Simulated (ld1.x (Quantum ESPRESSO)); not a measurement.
# Cr: excitation energies, all-electron against TM

```json
{
  "Element": "Cr (Z = 24)",
  "Generator": "ld1.x (Quantum ESPRESSO) 7.5",
  "Type": "norm-conserving Troullier–Martins (Kleinman–Bylander form)",
  "Functional": "revPBE",
  "Relativity": "non-relativistic",
  "Frozen core": "[Ne] 3s2",
  "Valence charge": "12",
  "Reference configuration": "3p6 3d5 4s0.5 4p0 (charge +0.5)",
  "Partial waves": "3p (bound): rc 1.10 bohr; 3d (bound): rc 1.70 bohr; 4s (bound): rc 2.65 bohr",
  "Local potential": "the s channel",
  "Core correction": "a·sin(br)/r model core inside 0.95 bohr"
}
```

Energies are relative to the spin-unpolarised reference configuration 3p6 3d5 4s0.5 4p0; without spin polarisation the order of configurations can differ from experiment.

```
valence configuration  charge  ΔE all-electron (eV)  error AE − PS (meV)
      3p6 3d5 4s1 4p0       0                -2.606                 -2.9
      3p6 3d5 4s0 4p0      +1                 4.059                 -4.0
      3p6 3d4 4s0 4p0      +2                20.099                 -152
      3p6 3d4 4s1 4p1       0                 1.011                 -747
      3p6 3d2 4s0 4p0      +4                99.456                -1451
      3p6 3d3 4s0 4p0      +3                50.930                 -711
```

Problem. What are ΔE and the potential's error for 3p6 3d5.5 4s0.5 4p0?

Solution. ΔE = -1.965 eV all-electron; the error (AE − PS) is -12 meV.

Levels in the configuration 3p6 3d2 4s0 4p0:

```json
{"level": "3p", "all-electron (eV)": "-103.233", "pseudo (eV)": "-104.955"}
{"level": "3d", "all-electron (eV)": "-58.198", "pseudo (eV)": "-58.857"}
```

These tests converged, but a pseudo level misses the all-electron one widely, so the file describes the atom poorly there or has found another state: 3p6 3d2 4s0 4p0: empty 4p by 4.4 eV (a node warning on the way); 3p6 3d3 4s0 4p0: empty 4p by 2.7 eV.
